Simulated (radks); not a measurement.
Q: These are the eigenvalues of the occupied orbitals of an atom or ion with whole-number occupations (eV). Method: scalar-relativistic Kohn-Sham, BLYP, spin-polarised, spherical densities, finite nucleus; Fermi nuclear charge, rms radius of each element as measured or else 0.836 A^(1/3) + 0.57 fm; computed with a radial shooting solver on a logarithmic mesh with Libxc functionals.

orbital  eigenvalue
1s down   -63232.09
1s up     -63232.08
2s up     -10764.12
2s down   -10764.10
2p up     -9471.816
2p down   -9471.801
3s down   -2438.989
3s up     -2438.987
3p down   -2051.054
3p up     -2051.054
3d up     -1584.714
3d down   -1584.706
4s up     -485.0863
4s down   -485.0801
4p up     -357.7535
4p down   -357.7482
4d up     -191.5519
4d down   -191.5430
5s up      -60.8591
5s down    -60.6356
5p up      -31.5392
5p down    -31.2185
4f up       -9.3420
4f down     -9.2812
6s up       -4.6608
6s down     -4.3361
5d up       -1.7757

Which element is it, and in what charge state? The configuration may be excited. Open shells, if any, are filled with parallel spins first.

A: Z = 71, lutetium, charge 0: Lu in [Xe] 4f14 5d1 6s2. The list shows which subshells hold electrons but not how many an open one holds; the 1s level, -2323.7 hartree, gives Z - s = 68.2 by -(Z - s)^2/2, which with screening and relativity narrows Z to a few neighbours, and the depths of the outer levels then fix element, charge and occupations together.
